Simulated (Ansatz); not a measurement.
Relaxation of CH2O2Se (6 atoms, charge 0, multiplicity 1), to a largest force component of 0.015 eV/Å in at most 40 steps.

These are results of RHF/def2-SVP (Ansatz), not measurements.

```xyz
6
Properties=species:S:1:pos:R:3
O -0.392 -0.708 1.094
C 0.094 -0.163 0.154
O 1.318 -0.315 -0.321
Se -0.815 1.109 -0.941
H 1.835 -0.954 0.195
H -2.040 1.030 -0.181
```

Q: Where does it end, and by what steps?

A: The forces met the threshold. After 6 steps the energy has fallen by 0.052 eV; H5 moved furthest, 0.07 Å.

```csv
step,energy less start (eV),largest force component (eV/Å),accepted
0,0.0000,1.330,yes
1,-0.0448,0.269,yes
2,-0.0473,0.284,yes
3,-0.0514,0.152,yes
4,-0.0519,0.037,yes
5,-0.0521,0.019,yes
6,-0.0521,0.007,yes
```

```xyz
6
Properties=species:S:1:pos:R:3
O -0.343 -0.709 1.069
C 0.103 -0.154 0.136
O 1.330 -0.321 -0.319
Se -0.825 1.121 -0.951
H 1.778 -0.956 0.230
H -2.042 1.019 -0.166
```

Time of the run: 13 s on 1 thread of Arm Neoverse V1, with other jobs on the host, peak memory 0.16 GiB.
